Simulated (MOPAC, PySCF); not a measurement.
C4H10F2Sn, SMILES `[Sn]([F])([CH2]C)([F])[CH2]C` (C–C–Sn–F torsion 17°, F–Sn–C–C torsion 46°), neutral singlet in the gas phase. 

Z-matrix (Å, degrees):
```
Sn
F 1 1.9462
F 1 1.9479 2 101.89
C 1 2.1421 2 105.67 3 109.18
H 4 1.1015 1 107.25 2 61.59
H 4 1.1018 5 107.26 1 -114.60
C 4 1.5229 5 112.28 6 -123.59
H 7 1.1003 4 111.44 5 -177.75
H 7 1.1006 8 107.37 4 -122.23
H 7 1.1019 8 107.88 9 -115.75
C 1 2.1450 2 106.09 3 -108.86
H 11 1.1013 1 108.33 2 -110.62
H 11 1.1017 12 107.16 1 -111.70
C 11 1.5227 12 112.28 13 -123.34
H 14 1.0997 11 111.69 12 -176.77
H 14 1.1010 15 107.01 11 -122.90
H 14 1.1019 15 107.97 16 -115.22
```
Charge 0, multiplicity 1.

All levels are single points at this geometry (PBE0-D4/def2-SVP); Pople sets use spherical d functions. Orbital energies aren't observables, and empty levels follow the basis.

B3LYP/6-31G* (LANL2DZ on Sn) in PySCF gives dipole (D) = 4.16.

**Question.** Estimate the dipole (D) from each of these levels: B3LYP-D3(BJ)/def2-TZVP in PySCF; PBE-D3(BJ)/def2-TZVP in PySCF; PBE0-D4/def2-TZVP in PySCF; B3LYP/6-311+G** (LANL2DZ on Sn) in PySCF; B3LYP/LANL2DZ in PySCF; BP86/6-31G* (LANL2DZ on Sn) in PySCF; M06-2X/6-31G* (LANL2DZ on Sn) in PySCF; PBE/6-31G* (LANL2DZ on Sn) in PySCF; SVWN5/6-31G* (LANL2DZ on Sn) in PySCF; HF/6-31G* (LANL2DZ on Sn) in PySCF; AM1 in MOPAC; PM3 in MOPAC.

**Answer.** 
```tsv
level	dipole (D)
B3LYP-D3(BJ)/def2-TZVP in PySCF	4.37
PBE-D3(BJ)/def2-TZVP in PySCF	4.17
PBE0-D4/def2-TZVP in PySCF	4.37
B3LYP/6-311+G** (LANL2DZ on Sn) in PySCF	4.83
B3LYP/LANL2DZ in PySCF	4.93
BP86/6-31G* (LANL2DZ on Sn) in PySCF	3.95
M06-2X/6-31G* (LANL2DZ on Sn) in PySCF	4.25
PBE/6-31G* (LANL2DZ on Sn) in PySCF	3.94
SVWN5/6-31G* (LANL2DZ on Sn) in PySCF	4.01
HF/6-31G* (LANL2DZ on Sn) in PySCF	4.74
AM1 in MOPAC	4.22
PM3 in MOPAC	3.75
```
